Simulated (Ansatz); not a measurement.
```yaml
crystal:
  periodic: [false, false, false]
  atoms:
    - {symbol: B, position_ang: [-1.030502, 1.860274, -1.230808]}
    - {symbol: N, position_ang: [-0.404250, 0.821076, -0.513497]}
    - {symbol: C, position_ang: [0.062747, -0.052395, 0.049623]}
    - {symbol: C, position_ang: [0.032342, -0.990725, 1.238281]}
    - {symbol: C, position_ang: [1.115777, -1.107601, 0.192522]}
    - {symbol: H, position_ang: [-1.816616, 1.624757, -2.016056]}
    - {symbol: H, position_ang: [-0.599493, 2.970490, -0.907450]}
    - {symbol: H, position_ang: [-0.675522, -1.787816, 1.280643]}
    - {symbol: H, position_ang: [0.383821, -0.642536, 2.211630]}
    - {symbol: H, position_ang: [2.149565, -0.789581, 0.392788]}
    - {symbol: H, position_ang: [1.066994, -2.008753, -0.544300]}
basis:
  gaussian: {orbitals: 6-31G}
magnetization: {spin_polarized: true, initial_magnetization: 3}
hamiltonian: {xc: {name: wPBEh}, pseudopotentials: {relativity: scalar}}
accuracy: high
output: {forces: true}
```

```sh
$ ansatz run in.yaml --threads 2 --pin off --events-out ev --progress --plain --max-ram 4352MiB
```

Output, abridged:

```
Error: a molecule whose nuclei and cores have a total charge of 36 cannot have a net charge of 0 together with 3 unpaired electrons
```

Question: Something in this input is off. What?

Answer: The number of unpaired electrons doesn't fit the electron count. The input was rejected before any iteration.
